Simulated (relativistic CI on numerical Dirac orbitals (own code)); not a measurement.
These numbers are calculated, not measured: Dirac-Coulomb-Breit CI, KLI orbitals optimised for each configuration, model QED (radiative potential, 1s self-energy scaled to tabulated hydrogen-like ionisation energies), valence Slater integrals scaled by 0.85, P86 correlation energy added to each configuration (own radial code, finite nucleus).

Configuration list (outside the closed core [Kr]): 4d⁸, 4d⁷5s, 4d⁷5p, 4d⁷4f, 4d⁶5s², 4d⁷5d, 4d⁷6s, 4d⁷6p, 4d⁶5s5p, 4d⁶4f², 4d⁷7s, 4d⁷6d, 4d⁷7p, 4d⁷5f, 4d⁷5g, 4d⁷7d, 4d⁷6f, 4d⁶5p², 4d⁶5s6s, 4d⁶4f5s. Levels of other configurations are missing.

For a near-neutral ion this model can misplace configurations by up to about 10,000 cm⁻¹ (more where the count of f electrons changes) and terms by 10 to 25 % of their spread. Rates follow the energies as ν³ (E1, M1) or ν⁵ (E2), so they and the lifetimes can be off by large factors. The fine structure of a lone outer electron comes out too small, for d and f at times inverted, and misplaced configurations move strength between like terms. 54 of the 69 excited levels that our extract of the measured tables holds in this range could be paired (the sources list more); they are missed by 2845 cm⁻¹ on average and 4981 at most, and levels without a partner can miss by more. Some levels of the ground configuration have no partner and can miss by 10 % or more.

Outline of the computed level scheme of Pd III. Lowest level of each configuration: 4d⁸ ³F4 at 0.0000 eV; 4d⁷5s ⁵F5 at 6.9688 eV; 4d⁷5p ⁵D°4 at 13.1321 eV.

Some strong electric-dipole decays among the lowest 45 levels: 4d⁷5p ⁵F°5 → 4d⁷5s ⁵F5 (5.3e+08 s⁻¹); 4d⁷5p ⁵D°4 → 4d⁷5s ⁵F5 (4.4e+08 s⁻¹); 4d⁷5p ⁵D°4 → 4d⁸ ³F4 (1.2e+07 s⁻¹).

Rates of lines that live on the mixing of spin multiplicities can be off by large factors.

LS names give the leading component of a level, which can be under half, so a name can repeat, a term be missing and a line seem to break the LS rules.
